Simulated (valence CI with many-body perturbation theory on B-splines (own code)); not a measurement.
Pm³⁸⁺: M1 decay

Calculated by valence CI with perturbative core correlation (CI+MBPT): five valence electrons over a frozen Dirac-Fock core [Ar], radial functions for each j: 7 s, 7 p, 8 d, 6 f, 4 g, 1 h, with the one-electron correlation potential Σ1, the two-electron term Σ2, the three-electron term Σ3, Breit, model QED; selected CI, second order for the rest (own B-spline code, finite nucleus).

The last digits are not significant, and no measured levels were compared; by estimate large intervals hold to a few tenths of a per cent, small ones and those within an open d or f shell to about a per cent. Only levels of the ground parity were solved; by the run's estimate the other parity begins above the list, which can be wrong where configurations are misplaced.

Lines 51 to 100 of 120 in falling wavelength, among levels below 127.02 eV, chosen from the decays that carry over 1 % of a level's rate. Wavelengths and rates use the calculated energies. Weak lines are less certain than strong ones. Lines between different terms over intervals too small for the method are left out, as are lines whose strength nearly cancels.

Levels are named by their leading jj configuration (3d3/2^4 stands for four electrons in 3d with j = 3/2), which in mixed levels can hold well under half, so a name can repeat and another be missing. Letters in brackets count levels of one name in rising energy.

```csv
λ vac (nm),Upper,Lower,Type,A (s⁻¹),Branch %
46.90,(3d3/2^2 3d5/2^3) J=7/2 [b],(3d3/2^3 3d5/2^2) J=7/2 [b],M1,2.25e+04,27.9
46.49,(3d3/2^2 3d5/2^3) J=9/2 [a],(3d3/2^3 3d5/2^2) J=7/2 [a],M1,7.01e+04,53.3
45.89,(3d3/2 3d5/2^4) J=5/2 [a],(3d3/2^2 3d5/2^3) J=7/2 [a],M1,1.25e+05,17.7
44.88,(3d3/2^2 3d5/2^3) J=5/2 [c],(3d3/2^3 3d5/2^2) J=7/2 [b],M1,8.20e+04,27.2
44.74,(3d3/2^2 3d5/2^3) J=13/2,(3d3/2^3 3d5/2^2) J=11/2,M1,2.69e+04,99.1
44.71,(3d3/2^2 3d5/2^3) J=1/2 [a],(3d3/2^3 3d5/2^2) J=3/2 [a],M1,1.42e+05,58.7
43.61,(3d3/2^2 3d5/2^3) J=5/2 [a],(3d3/2^3 3d5/2^2) J=5/2 [a],M1,3.39e+05,87.0
43.11,(3d3/2^3 3d5/2^2) J=7/2 [a],(3d3/2^4 3d5/2) J=5/2,M1,7.43e+04,93.0
42.88,(3d3/2^2 3d5/2^3) J=3/2 [a],(3d3/2^3 3d5/2^2) J=3/2 [a],M1,1.94e+05,45.0
42.46,(3d3/2 3d5/2^4) J=3/2 [a],(3d3/2^2 3d5/2^3) J=5/2 [b],M1,7.02e+04,12.9
41.74,(3d3/2^3 3d5/2^2) J=3/2 [a],(3d3/2^4 3d5/2) J=5/2,M1,2.36e+05,99.8
41.66,(3d3/2^3 3d5/2^2) J=3/2 [b],(3d3/2^3 3d5/2^2) J=5/2 [a],M1,9.90e+03,20.9
40.71,(3d3/2 3d5/2^4) J=11/2,(3d3/2^2 3d5/2^3) J=13/2,M1,5.83e+04,14.3
40.63,(3d3/2^2 3d5/2^3) J=5/2 [b],(3d3/2^3 3d5/2^2) J=3/2 [a],M1,3.00e+04,13.2
40.26,(3d3/2 3d5/2^4) J=3/2 [a],(3d3/2^2 3d5/2^3) J=3/2 [a],M1,2.03e+05,37.4
40.22,(3d3/2^2 3d5/2^3) J=5/2 [d],(3d3/2^2 3d5/2^3) J=5/2 [b],M1,6.90e+04,21.3
40.08,(3d3/2^2 3d5/2^3) J=9/2 [b],(3d3/2^3 3d5/2^2) J=9/2,M1,1.68e+05,55.5
39.89,(3d3/2^2 3d5/2^3) J=7/2 [b],(3d3/2^3 3d5/2^2) J=5/2 [b],M1,3.63e+03,4.5
39.71,(3d3/2 3d5/2^4) J=7/2 [a],(3d3/2^2 3d5/2^3) J=9/2 [a],M1,1.73e+05,35.8
39.41,(3d3/2^2 3d5/2^3) J=5/2 [b],(3d3/2^3 3d5/2^2) J=7/2 [a],M1,6.47e+04,28.5
38.77,(3d3/2 3d5/2^4) J=3/2 [a],(3d3/2^2 3d5/2^3) J=1/2 [a],M1,1.75e+05,32.3
38.39,(3d3/2 3d5/2^4) J=5/2 [a],(3d3/2^2 3d5/2^3) J=5/2 [a],M1,4.54e+05,64.3
38.24,(3d3/2^2 3d5/2^3) J=5/2 [d],(3d3/2^2 3d5/2^3) J=3/2 [a],M1,8.27e+03,2.6
38.12,(3d3/2^2 3d5/2^3) J=7/2 [c],(3d3/2^3 3d5/2^2) J=7/2 [b],M1,6.79e+04,37.0
37.81,(3d3/2 3d5/2^4) J=11/2,(3d3/2^2 3d5/2^3) J=9/2 [a],M1,6.80e+04,16.6
37.75,(3d3/2^2 3d5/2^3) J=7/2 [b],(3d3/2^3 3d5/2^2) J=9/2,M1,4.45e+04,55.2
37.67,(3d3/2^2 3d5/2^3) J=3/2 [b],(3d3/2^3 3d5/2^2) J=1/2,M1,2.26e+04,19.4
36.79,(3d3/2^2 3d5/2^3) J=7/2 [a],(3d3/2^3 3d5/2^2) J=5/2 [a],M1,4.05e+04,21.0
36.75,(3d3/2 3d5/2^4) J=7/2 [a],(3d3/2^2 3d5/2^3) J=7/2 [a],M1,1.46e+05,30.3
36.15,(3d3/2^2 3d5/2^3) J=9/2 [b],(3d3/2^3 3d5/2^2) J=11/2,M1,6.16e+04,20.3
36.14,(3d3/2^2 3d5/2^3) J=3/2 [b],(3d3/2^3 3d5/2^2) J=5/2 [b],M1,3.38e+04,29.0
35.94,(3d3/2 3d5/2^4) J=11/2,(3d3/2^2 3d5/2^3) J=11/2,M1,2.46e+05,60.1
35.26,(3d3/2^3 3d5/2^2) J=5/2 [b],(3d3/2^4 3d5/2) J=5/2,M1,6.72e+02,1.9
34.84,(3d3/2^2 3d5/2^3) J=9/2 [b],(3d3/2^3 3d5/2^2) J=7/2 [a],M1,4.86e+04,16.0
34.29,(3d3/2^2 3d5/2^3) J=1/2 [b],(3d3/2^3 3d5/2^2) J=1/2,M1,8.32e+04,29.6
33.35,(3d3/2^2 3d5/2^3) J=7/2 [c],(3d3/2^3 3d5/2^2) J=5/2 [b],M1,3.42e+04,18.6
33.07,(3d3/2^2 3d5/2^3) J=7/2 [b],(3d3/2^3 3d5/2^2) J=7/2 [a],M1,3.67e+03,4.5
32.86,(3d3/2^2 3d5/2^3) J=5/2 [c],(3d3/2^3 3d5/2^2) J=3/2 [a],M1,4.94e+04,16.4
32.52,(3d3/2^2 3d5/2^3) J=5/2 [d],(3d3/2^2 3d5/2^3) J=7/2 [a],M1,2.93e+04,9.0
32.05,(3d3/2^2 3d5/2^3) J=5/2 [c],(3d3/2^3 3d5/2^2) J=7/2 [a],M1,1.17e+05,38.9
31.94,(3d3/2^2 3d5/2^3) J=9/2 [c],(3d3/2^3 3d5/2^2) J=7/2 [b],M1,7.21e+04,62.3
31.85,(3d3/2^2 3d5/2^3) J=7/2 [c],(3d3/2^3 3d5/2^2) J=9/2,M1,7.28e+04,39.6
31.79,(3d3/2 3d5/2^4) J=7/2 [a],(3d3/2^2 3d5/2^3) J=5/2 [a],M1,2.06e+04,4.3
31.46,(3d3/2^2 3d5/2^3) J=3/2 [a],(3d3/2^3 3d5/2^2) J=5/2 [a],M1,1.46e+05,34.0
31.18,(3d3/2^2 3d5/2^3) J=3/2 [b],(3d3/2^3 3d5/2^2) J=3/2 [a],M1,3.84e+04,32.9
31.14,(3d3/2^3 3d5/2^2) J=7/2 [b],(3d3/2^4 3d5/2) J=5/2,M1,9.47e+03,77.5
29.68,(3d3/2 3d5/2^4) J=3/2 [a],(3d3/2^2 3d5/2^3) J=5/2 [a],M1,4.94e+04,9.1
29.47,(3d3/2^2 3d5/2^3) J=5/2 [d],(3d3/2^3 3d5/2^2) J=3/2 [b],M1,6.17e+04,19.1
28.83,(3d3/2^2 3d5/2^3) J=1/2 [b],(3d3/2^3 3d5/2^2) J=3/2 [a],M1,1.85e+05,65.7
28.57,(3d3/2^2 3d5/2^3) J=5/2 [d],(3d3/2^2 3d5/2^3) J=5/2 [a],M1,3.01e+04,9.3
```
